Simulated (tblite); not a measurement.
Compound: C5H11FSi.
SMILES with atom numbers: `[CH3:1][CH2:2]/[CH:3]=[CH:4]\[CH2:5][SiH2:6][F:7]` (hydrogens: H8, H9, H10 on C1; H11, H12 on C2; H13 on C3; H14 on C4; H15, H16 on C5; H17, H18 on Si6)

Computed with GFN2-xTB (tblite), gas phase: L-BFGS steps from a force-field or distance-geometry start until the largest atomic force falls under 0.01 eV/Å.

Geometry at step 2:
```
atom  x, y, z in Å
C1     -2.4100   -0.0726    0.9230
C2     -1.6283    0.6971   -0.1363
C3     -0.8535   -0.2775   -0.9794
C4      0.4448   -0.3684   -1.1332
C5      1.4752    0.5125   -0.4960
Si6     2.6798   -0.4836    0.6001
F7      3.7619    0.5442    1.2092
H8     -2.6313   -1.0494    0.4880
H9     -1.8605   -0.2204    1.8495
H10    -3.3063    0.5069    1.1165
H11    -2.3707    1.1725   -0.7713
H12    -1.0034    1.4701    0.3226
H13    -1.4778   -0.9811   -1.5135
H14     0.8210   -1.1366   -1.7895
H15     0.9831    1.3012    0.0714
H16     2.0519    0.9580   -1.2920
H17     3.4078   -1.4951   -0.1675
H18     1.9076   -1.0714    1.6867
```

Q: Give the atomic forces at this geometry.

A: 
```
atom  Fx (eV/Å)  Fy (eV/Å)  Fz (eV/Å)
  C1     -0.001     -0.006     -0.123
  C2      0.345     -0.201     -0.064
  C3     -0.694      0.333      0.115
  C4      0.765      0.194      0.110
  C5     -0.036     -0.494      0.116
 Si6     -0.436     -0.157     -0.197
  F7     -0.025     -0.090     -0.002
  H8     -0.371      0.117      0.359
  H9      0.052      0.031     -0.096
 H10     -0.219     -0.353      0.320
 H11      0.041      0.244     -0.248
 H12     -0.097     -0.160     -0.170
 H13     -0.111     -0.011     -0.003
 H14      0.211     -0.076     -0.044
 H15      0.153      0.027     -0.044
 H16      0.203      0.365     -0.278
 H17      0.050      0.191      0.112
 H18      0.170      0.045      0.138
```

The largest, 0.80 eV/Å, acts on C4 (C3 within 3 % of it); the rms over all components is 0.241 eV/Å. The forces sum to zero within rounding, as they must for an isolated molecule in no field.

Q: Give the force on C4 in Eh/bohr and in nN.

A: 0.797 eV/Å ÷ 51.422 = 0.01550 Eh/bohr, and 0.797 eV/Å × 1.602 = 1.28 nN.

Q: How far is this geometry from the end of the optimisation?

A: 0.184 eV above it, and 0.455 Å rms away after alignment. The bonds farthest from their final lengths, with half the difference of the two atoms' forces along the bond (positive lengthens):

```tsv
bond	now (Å)	final (Å)	force along bond (eV/Å)
C3=C4	1.311	1.325	+0.73
C5–H16	1.079	1.092	+0.39
Si6–H17	1.464	1.455	-0.08
C2–H11	1.086	1.094	+0.25
C5–Si6	1.909	1.902	-0.30
C2–C3	1.504	1.497	-0.49
```

The angle farthest from its final value is C5–Si6–H18, 107.7° against 112.7°.

Of the 2 listed bonds off by 0.010 Å or more, this force points towards the final length in 2.

The cost below is that of the whole relaxation. On an Arm Neoverse N1 with one thread, no GPU, on a shared host, this took 1.3 s of wall time.
